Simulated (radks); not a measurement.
Pb XLIX, configuration [Ar] 3d10 4s2 4p4 (the NIST ground configuration). All-electron calculation, non-relativistic Kohn-Sham, LB94 model potential, spin-polarised, spherical densities, point nucleus; open shells are filled with parallel spins first (spin-orbit coupling, left out, can overturn this in heavy ions); relativity is left out, which matters for an element this heavy. Program: a radial shooting solver on a logarithmic mesh with Libxc functionals.

Normalised radial functions P(r) = r R(r), r in bohr:

r          3d up  3d down    4d up
0.002031  0.0002   0.0002   0.0002
0.002911  0.0007   0.0007   0.0004
0.004173  0.0019   0.0019   0.0013
0.005981  0.0053   0.0053   0.0035
0.008573  0.0147   0.0146   0.0096
0.01229   0.0391   0.0391   0.0257
0.01761   0.0999   0.0999   0.0655
0.02525   0.2410   0.2409   0.1572
0.0359    0.5268   0.5266   0.3401
0.05145   1.0488   1.0484   0.6609
0.07375   1.7875   1.7871   1.0622
0.1057    2.4622   2.4615   1.2464
0.1515    2.5443   2.5433   0.7004
0.2172    1.7763   1.7771  -0.6940
0.3113    0.7152   0.7167  -1.8621
0.4461    0.1334   0.1333  -1.5550
0.6395    0.0083   0.0083  -0.5061
0.9166    0.0001   0.0001  -0.0497

3d up: eigenvalue -4921.3 eV, 0 radial nodes, <r> = 0.158 bohr, 90 % of the charge inside 0.242 bohr. 3d down: eigenvalue -4920.6 eV, 0 radial nodes, <r> = 0.158 bohr, 90 % of the charge inside 0.243 bohr. 4d up (empty): eigenvalue -2462.4 eV, 1 radial node at r = 0.185 bohr, <r> = 0.354 bohr, 90 % of the charge inside 0.513 bohr.
